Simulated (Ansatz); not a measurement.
Two shapes of singlet Li₆.

Shape 1:

```xyz
6

Li    2.6000    0.0000    0.0000
Li    1.3000    2.2517    0.0000
Li   -1.3000    2.2517    0.0000
Li   -2.6000    0.0000    0.0000
Li   -1.3000   -2.2517    0.0000
Li    1.3000   -2.2517    0.0000
```

Shape 2:

```xyz
6

Li    2.5220    0.0000    0.0000
Li    1.2610    2.1841    0.0000
Li   -1.2610    2.1841    0.0000
Li   -2.5220    0.0000    0.0000
Li   -1.2610   -2.1841    0.0000
Li    1.2610   -2.1841    0.0000
```

Basis set: def2-SVP (spherical functions). All electrons are correlated. Charge 0, multiplicity 1.

Computed with Ansatz (development build ahead of 0.2.0); each method stands on the lowest determinant of its kind that the runs found.

(1) Which shape is lower in energy, and by how much in each method?

Results:

(1)

```json
{"method": "RHF", "E(2) − E(1) (eV)": "0.318"}
{"method": "RHF-MP2", "E(2) − E(1) (eV)": "0.277"}
```

Shape 1 is lower. Caution: no unrestricted run beside it, a lower state can exist.
